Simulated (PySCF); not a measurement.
**Electron correlation in Ti²⁺ (titanium, charge +2)**

[Ar] 3d1 4s1, high-spin 3D determinant (an excited configuration). Computed with PySCF 2.14 in x2c-QZVPPall (11s7p5d3f2g, 96 functions), with scalar relativity by spin-free X2C-1e. Frozen: [Ar]; 2 electrons correlated.

With two correlated electrons CCSD is exact within the correlated space (frozen core and kept virtual orbitals).

```tsv
level	correlation energy (mhartree)
CCSD	-4.45
```

Diagnostics: T1 = 0.0048, D1 = 0.0092, largest double amplitude 0.013.

Cost of the coupled-cluster step: roughly 13 core-seconds, for 2 correlated electrons.
